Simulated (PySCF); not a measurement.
ammonium (H4N), SMILES [NH4+], charge +1. Heavy atoms are numbered as in [NH4+:1]. Hydrogens are named by the atom that carries them.

Coordinates come from a B3LYP-D3(BJ)/def2-TZVPD optimisation.

Method: PySCF with r2SCAN/def2-TZVPD.

Mulliken values depend strongly on the basis, most of all with diffuse functions as here. Atomic charges (e), one atom of each kind:

| atom | IAO | Mulliken |
|---|---|---|
| N1 (NH4) | -0.49 | -0.50 |
| H on N1 | 0.37 | 0.37 |
